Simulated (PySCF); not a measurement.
F2H2OSi, SMILES O[SiH](F)F. Coordinates come from a PBE0-D3(BJ)/def2-SVP optimisation. One conformer was computed; it need not be the lowest.

### Question
Give the equilibrium geometry at PBE0-D3(BJ)/def2-SVP (PySCF confirms it by a frequency run) as bond lengths and angles, and its point group. (An estimate is asked for; the answer gives what the named calculation found.)

### Answer
One answer among several that fit: point group Cs.
Atoms: Si1 O2 F3 F4 H5 H6. Bonds (Å): Si1–O2 1.631, Si1–F3 1.610, Si1–F4 1.610, Si1–H5 1.467, O2–H6 0.962. Angles (°): O2–Si1–F3 110.9, O2–Si1–F4 110.9, O2–Si1–H5 109.0, F3–Si1–F4 105.1, F3–Si1–H5 110.5, F4–Si1–H5 110.5, Si1–O2–H6 119.6.
Charge 0, spin multiplicity 1.
